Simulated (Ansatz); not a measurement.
`[OH][GeH2][O][SiH3]` + `[OH][Sc]([F])[F]` → `[F][Sc]([F])[O][SiH3]` + `[OH][GeH2][OH]`  (ligand exchange at the Si–O bond)

Program: Ansatz. Geometries: PBE0-D4/def2-TZVP. ΔE: electronic, gas phase. CCSD(T)/CBS adds triple-zeta CCSD(T) − MP2 to the extrapolated MP2 energy (def2 sets, frozen cores). DFT in def2-TZVPP. B3LYP here is the variant with VWN-RPA as its local correlation; programs differ in this. For Ge, Sc outer-core shells are correlated without core-valence functions, which leaves a few kJ/mol of doubt a bond. Scalar relativity is left out up to krypton. One conformer a species, not always the lowest.

| level | ΔE (kJ/mol) | difference from CCSD(T)/CBS |
| --- | --- | --- |
| PBE-D4 | -5.5 | 1.1 |
| r2SCAN-D4 | -5.3 | 1.3 |
| PBE0-D4 | -4.4 | 2.2 |
| B3LYP-D4 | -2.8 | 3.8 |
| ωB97X-V | -2.7 | 3.9 |
| ωB97M-V | -2.3 | 4.3 |
| B2PLYP | -5.1 | 1.5 |
| PBE | -7.6 | -1.0 |
| r2SCAN | -5.9 | 0.7 |
| PBE0 | -6.3 | 0.3 |
| B3LYP | -6.1 | 0.5 |
| HF/def2-TZVPP | -4.7 | 1.9 |
| MP2/def2-TZVPP | -3.6 | 3.0 |
| SCS-MP2/def2-TZVPP | -4.1 | 2.5 |
| CCSD/def2-TZVPP | -4.2 | 2.4 |
| CCSD(T)/def2-TZVPP | -4.4 | 2.2 |
| HF/def2-QZVPP | -5.7 | 0.9 |
| MP2/def2-QZVPP | -5.2 | 1.4 |
| SCS-MP2/def2-QZVPP | -5.8 | 0.8 |
| HF/CBS(def2) | -5.8 | 0.8 |
| MP2/CBS(def2) | -5.8 | 0.8 |
| CCSD/CBS(def2) | -6.4 | 0.2 |
| CCSD(T)/CBS | -6.6 | 0 |

Largest T1 diagnostic among the species: 0.017.

The D4 term adds +3.3 kJ/mol with B3LYP and +1.9 kJ/mol with PBE0; it sums over pairs of atoms, weighted by their polarisabilities, and B3LYP, whose exchange is more repulsive, gets the larger term.
